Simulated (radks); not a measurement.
Fractional charge and spin in the 4s shell of germanium: the spin-up occupation runs from 0 to 1 and the spin-down occupation from 0 to 1; the fullest corner is Ge2+, [Ar] 3d10 4s(up 1, down 1). All-electron calculation, scalar-relativistic Kohn-Sham, BLYP, spin-polarised, spherical densities, finite nucleus; Fermi nuclear charge, rms radius of each element as measured or else 0.836 A^(1/3) + 0.57 fm. Program: a radial shooting solver on a logarithmic mesh with Libxc functionals. Energy (eV) above the fullest corner. The planes named below are the two flat planes that join the four corners, with an edge along up + down = one added electron.

down \ up,0,0.25,0.5,0.75,1
0,81.605,68.776,56.675,45.289,34.614
0.25,68.776,56.766,45.462,34.858,24.952
0.5,56.675,45.462,34.947,25.118,15.972
0.75,45.289,34.858,25.118,16.053,7.658
1,34.614,24.952,15.972,7.658,0.000

Corners above the fullest one (they belong to Ge3+ and the next ion): (up 1, down 0) 34.614 eV, (up 0, down 1) 34.614 eV, (up 0, down 0) 81.605 eV. With half an added electron in each spin the energy lies 0.332 eV from the planes (fractional-spin error, the static-correlation error of a stretched bond), and with half an added electron in spin up alone -1.435 eV (fractional-charge error). For a frontier s shell over closed shells the exact functional lies on the planes.
